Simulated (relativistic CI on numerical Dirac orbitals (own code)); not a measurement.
# Br4+: q coefficients and field-shift factors

These numbers are calculated, not measured: Dirac-Coulomb-Breit CI, KLI orbitals optimised for each configuration, valence Slater integrals scaled by 0.85, P86 correlation energy added to each configuration, derivatives by finite differences, QED left out (own radial code, finite nucleus).

Configurations in the expansion (outside the closed core [Ar] 3d10): 4s2 4p, 4s 4p2, 4s2 4d, 4p3, 4s 4p 4d, 4s2 4f, 4s2 5s, 4s 4p 4f. Levels of other configurations are missing.

With x = (α/α₀)² − 1 an excitation energy changes as ω = ω₀ + qx; K = 2q/ω₀ is the relative enhancement. Terms are leading LS components, so labels can repeat. The field-shift factor is F = δν/δ⟨r²⟩ for the transition from the lowest level.

Lowest level 4s2 4p 2P°_1/2.

```
           Level  ω₀ (cm⁻¹)  q (cm⁻¹)  F (GHz/fm²)
  4s2 4p 2P°_3/2     5881.8      6118      -0.0506
   4s 4p2 4P_1/2    92921.0      7033         -6.9
   4s 4p2 4P_3/2    95298.5      9802        -6.92
   4s 4p2 4P_5/2    98548.4     12950        -6.95
   4s 4p2 2D_3/2   125687.4     10730        -6.21
   4s 4p2 2D_5/2   126339.3     11820        -6.23
   4s 4p2 2S_1/2   151426.7     10670        -6.83
   4s 4p2 2P_1/2   165431.8     10530        -6.74
   4s 4p2 2P_3/2   168775.1     13260        -6.73
   4s2 4d 2D_3/2   196040.4      6471        0.177
   4s2 4d 2D_5/2   196637.7      7044        0.186
   4s2 5s 2S_1/2   222666.0      2285         3.51
     4p3 2D°_3/2   241127.9     16190        -11.8
     4p3 2D°_5/2   242207.3     18040        -11.8
     4p3 4S°_3/2   246302.8     18480        -14.2
4s 4p 4d 4F°_3/2   266835.5     10900        -6.64
     4p3 2P°_1/2   267550.2     18630        -12.3
4s 4p 4d 4F°_5/2   268102.4     12060        -6.58
     4p3 2P°_3/2   268170.6     20140        -12.1
4s 4p 4d 4F°_7/2   269960.3     13970        -6.59
4s 4p 4d 4F°_9/2   272586.4     16950        -6.61
4s 4p 4d 4P°_5/2   283215.1     11370        -6.56
4s 4p 4d 4P°_3/2   284326.8     12090        -6.55
```

At this charge configurations can still be misplaced by up to about 7 % of their energy.

Task: Which transition from the lowest level has the largest |K|?

Result: 4s2 4p 2P°_3/2 at 5881.8 cm⁻¹, K = 2.08.
